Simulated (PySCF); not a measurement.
A calculated (BP86, PySCF 2.14, x2c-SVPall, the spin-free X2C one-electron Hamiltonian (Gaussian nucleus)) atom or ion has these occupied shells.

| shell | electrons | orbital energy (eV) | rms radius, mean of both spins (bohr) |
| --- | --- | --- | --- |
| 1s α | 1 | -6444.6 | 0.0704 |
| 1s β | 1 | -6444.5 | 0.0704 |
| 2s α | 1 | -762.25 | 0.303 |
| 2s β | 1 | -760.23 | 0.303 |
| 2p α | 3 | -648.60 | 0.274 |
| 2p β | 3 | -647.04 | 0.274 |
| 3s α | 1 | -105.56 | 0.917 |
| 3s β | 1 | -100.40 | 0.917 |
| 3p α | 3 | -74.304 | 0.987 |
| 3p β | 3 | -69.235 | 0.987 |
| 3d α | 5 | -26.048 | 1.28 |

(1) Name the element and its charge.

## Answers

(1) Mn²⁺ (manganese, charge +2), in [Ar] 3d5, high-spin 6S determinant.
